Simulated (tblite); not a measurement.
Compound: C3H10F3NSi2.
Numbering: `[CH3:1][Si@@:2]([NH2:3])([SiH3:4])[CH2:5][C:6]([F:7])([F:8])[F:9]` (hydrogens: H10, H11, H12 on C1; H13, H14 on N3; H15, H16, H17 on Si4; H18, H19 on C5)

Computed with GFN2-xTB (tblite), gas phase: L-BFGS steps from a force-field or distance-geometry start until the largest atomic force falls under 0.01 eV/Å.

Step 69: E = -873.9953 eV
```
atom  x, y, z in Å  |  force x, y, z in eV/Å
C1     -0.9894   -1.3408    1.2846    0.005  -0.033   0.027
Si2    -0.6340   -0.0197   -0.0424    0.007  -0.039   0.038
N3     -1.9616   -0.1737   -1.1499   -0.031  -0.022   0.038
Si4    -0.1822    2.0514    0.9336   -0.019   0.002  -0.040
C5      0.7958   -0.7191   -1.1360   -0.003   0.013   0.032
C6      2.1185   -0.2504   -0.6420   -0.008   0.008   0.020
F7      3.1674   -0.7978   -1.2892   -0.004   0.013  -0.002
F8      2.3168   -0.5219    0.6634   -0.005  -0.014   0.001
F9      2.2759    1.0855   -0.7605    0.023  -0.009  -0.040
H10    -1.9474   -1.1498    1.7593    0.027  -0.004   0.014
H11    -1.0258   -2.3452    0.8688   -0.009   0.046   0.004
H12    -0.2322   -1.3332    2.0643   -0.018  -0.004  -0.039
H13    -1.9564    0.3089   -2.0336    0.025   0.029  -0.013
H14    -2.8961   -0.1748   -0.7740    0.022   0.019  -0.014
H15     1.0039    2.0784    1.7891   -0.015  -0.033  -0.003
H16    -0.0312    3.1304   -0.0503   -0.028  -0.018   0.009
H17    -1.3314    2.3976    1.7833    0.000   0.043  -0.002
H18     0.8022   -1.8071   -1.1015    0.004   0.018  -0.058
H19     0.6973   -0.4095   -2.1744    0.026  -0.017   0.027
```

Step 70: E = -873.9962 eV
```
atom  x, y, z in Å  |  force x, y, z in eV/Å
C1     -0.9911   -1.3445    1.2837    0.023  -0.026   0.028
Si2    -0.6350   -0.0208   -0.0400   -0.003  -0.028   0.047
N3     -1.9629   -0.1710   -1.1467   -0.046  -0.027   0.023
Si4    -0.1861    2.0535    0.9325   -0.006  -0.026  -0.045
C5      0.7960   -0.7187   -1.1329    0.010   0.014   0.019
C6      2.1200   -0.2500   -0.6407   -0.003   0.003   0.010
F7      3.1686   -0.7985   -1.2885   -0.020   0.007   0.002
F8      2.3199   -0.5198    0.6647   -0.007  -0.010   0.001
F9      2.2787    1.0853   -0.7627    0.013  -0.008  -0.030
H10    -1.9471   -1.1549    1.7630    0.029  -0.007   0.005
H11    -1.0259   -2.3489    0.8670   -0.014   0.058   0.011
H12    -0.2302   -1.3340    2.0595   -0.017  -0.020  -0.021
H13    -1.9537    0.3081   -2.0318    0.029   0.036  -0.031
H14    -2.8988   -0.1655   -0.7742    0.028   0.014  -0.002
H15     1.0013    2.0762    1.7859   -0.009  -0.025   0.001
H16    -0.0314    3.1259   -0.0580   -0.034  -0.012   0.017
H17    -1.3320    2.4013    1.7855   -0.002   0.048  -0.010
H18     0.8025   -1.8068   -1.1031    0.006   0.015  -0.041
H19     0.6973   -0.4078   -2.1707    0.023  -0.007   0.017
```

Step 71: E = -873.9973 eV
```
atom  x, y, z in Å  |  force x, y, z in eV/Å
C1     -0.9907   -1.3474    1.2828    0.037  -0.034   0.044
Si2    -0.6360   -0.0210   -0.0375   -0.021  -0.007   0.037
N3     -1.9648   -0.1702   -1.1428   -0.034  -0.028  -0.003
Si4    -0.1908    2.0574    0.9296    0.004  -0.050  -0.026
C5      0.7960   -0.7171   -1.1302    0.023   0.007  -0.004
C6      2.1210   -0.2511   -0.6375    0.009  -0.003  -0.003
F7      3.1700   -0.7995   -1.2858   -0.033  -0.008   0.004
F8      2.3204   -0.5227    0.6672   -0.004   0.001   0.005
F9      2.2831    1.0837   -0.7613   -0.002  -0.004  -0.010
H10    -1.9390   -1.1518    1.7761    0.053  -0.018  -0.010
H11    -1.0380   -2.3493    0.8589   -0.015   0.085   0.038
H12    -0.2176   -1.3447    2.0476   -0.045  -0.038  -0.029
H13    -1.9523    0.3042   -2.0305    0.025   0.035  -0.028
H14    -2.9021   -0.1644   -0.7746    0.029   0.015   0.009
H15     0.9950    2.0777    1.7857   -0.007  -0.021  -0.002
H16    -0.0306    3.1257   -0.0633   -0.036  -0.002   0.010
H17    -1.3345    2.4095    1.7839   -0.005   0.047  -0.019
H18     0.8008   -1.8052   -1.1085    0.010   0.006  -0.014
H19     0.7001   -0.4048   -2.1673    0.011   0.017   0.000
```

Step 72: E = -873.9982 eV
```
atom  x, y, z in Å  |  force x, y, z in eV/Å
C1     -0.9904   -1.3504    1.2836    0.036  -0.020   0.019
Si2    -0.6368   -0.0215   -0.0330   -0.026   0.002   0.009
N3     -1.9651   -0.1691   -1.1390   -0.016  -0.023  -0.034
Si4    -0.1946    2.0598    0.9279    0.008  -0.049   0.000
C5      0.7956   -0.7159   -1.1275    0.020   0.001  -0.022
C6      2.1218   -0.2518   -0.6365    0.013  -0.006  -0.010
F7      3.1691   -0.8026   -1.2853   -0.029  -0.025   0.003
F8      2.3217   -0.5224    0.6681    0.000   0.014   0.007
F9      2.2872    1.0820   -0.7655   -0.013   0.000   0.012
H10    -1.9351   -1.1545    1.7819    0.029  -0.010   0.003
H11    -1.0432   -2.3489    0.8543   -0.011   0.058   0.037
H12    -0.2136   -1.3521    2.0428   -0.021  -0.047   0.003
H13    -1.9457    0.3007   -2.0297    0.012   0.024  -0.005
H14    -2.9044   -0.1627   -0.7763    0.030   0.020   0.011
H15     0.9900    2.0788    1.7859   -0.002  -0.019  -0.004
H16    -0.0323    3.1266   -0.0653   -0.034   0.002   0.001
H17    -1.3351    2.4194    1.7840   -0.006   0.038  -0.028
H18     0.7995   -1.8040   -1.1139    0.011   0.000   0.014
H19     0.7014   -0.4022   -2.1640   -0.003   0.041  -0.015
```

Problem. Estimate the geometry and energy of step 73. (The exact step hangs on the optimiser's Hessian estimate; all steps are aligned on step 72, rigid shifts and turns removed.)

Solution. E = -873.9988 eV, largest force 0.073 eV/Å
```
atom  x, y, z in Å  |  force x, y, z in eV/Å
C1     -0.9870   -1.3520    1.2828    0.007  -0.003   0.042
Si2    -0.6382   -0.0204   -0.0312   -0.018   0.007  -0.021
N3     -1.9666   -0.1711   -1.1371    0.014  -0.019  -0.049
Si4    -0.1965    2.0625    0.9254    0.002  -0.031   0.021
C5      0.7951   -0.7136   -1.1265    0.011   0.000  -0.033
C6      2.1215   -0.2533   -0.6332    0.010  -0.007  -0.009
F7      3.1678   -0.8047   -1.2823   -0.014  -0.037  -0.002
F8      2.3189   -0.5280    0.6710    0.006   0.025   0.008
F9      2.2907    1.0802   -0.7605   -0.018   0.000   0.026
H10    -1.9223   -1.1464    1.7975    0.067  -0.026  -0.011
H11    -1.0605   -2.3447    0.8437   -0.009   0.048   0.052
H12    -0.1976   -1.3698    2.0295   -0.039  -0.051  -0.009
H13    -1.9462    0.2947   -2.0303    0.005   0.018   0.015
H14    -2.9060   -0.1684   -0.7761    0.016   0.025   0.014
H15     0.9842    2.0853    1.7888   -0.001  -0.026  -0.009
H16    -0.0313    3.1304   -0.0660   -0.031  -0.002  -0.009
H17    -1.3382    2.4286    1.7780   -0.006   0.029  -0.032
H18     0.7969   -1.8016   -1.1181    0.013  -0.007   0.029
H19     0.7051   -0.3984   -2.1627   -0.015   0.056  -0.022
```

The energy changes by -0.0007 eV. The first-order estimate −F·Δx gives -0.0010 eV and the mean of the old and new forces, exact on a quadratic surface, -0.0007 eV. The step makes an angle of 83° with the force vector and moves no atom by more than 0.027 Å.

What follows is the cost of the whole relaxation. The run took 1.4 s on one thread, Arm Neoverse N1 (aarch64), shared host with 64 logical CPUs at a one-minute load of 47.
